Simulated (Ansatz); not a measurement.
Compare A (`CB1CN1[SiH3]`) with its isomer B (`BN[SiH2]C=C`).

Gas-phase electronic energies from Ansatz, PBE0-D4/def2-TZVP geometries. CCSD(T)/CBS is the MP2 limit (def2-TZVPP, def2-QZVPP) plus CCSD(T) − MP2 in def2-TZVPP, frozen cores. DFT in def2-TZVPP. B3LYP here is the variant with VWN-RPA as its local correlation; programs differ in this. One conformer a species, not always the lowest.

Q: Which isomer does CCSD(T)/CBS put lower? Give the gap. (An estimate is asked.)

A: Ansatz gave: B, by 63.3 kJ/mol.

Q: Give E(B) − E(A) in kJ/mol with B3LYP, ωB97M-V, PBE-D4, PBE0-D4, HF/def2-TZVPP, CCSD(T)/def2-TZVPP, CCSD/def2-TZVPP. (An estimate is asked.)

A: Computed: B3LYP -58.2, ωB97M-V -53.3, PBE-D4 -40.1, PBE0-D4 -39.5, HF/def2-TZVPP -76.2, CCSD(T)/def2-TZVPP -63.0, CCSD/def2-TZVPP -62.7. None reverses the order clearly.

Largest T1 diagnostic: 0.012.

In def2-TZVPP, CCSD(T) changes the Hartree–Fock value by +13.2 kJ/mol (the triples alone add −0.3 kJ/mol) and MP2 by +22.5 kJ/mol.
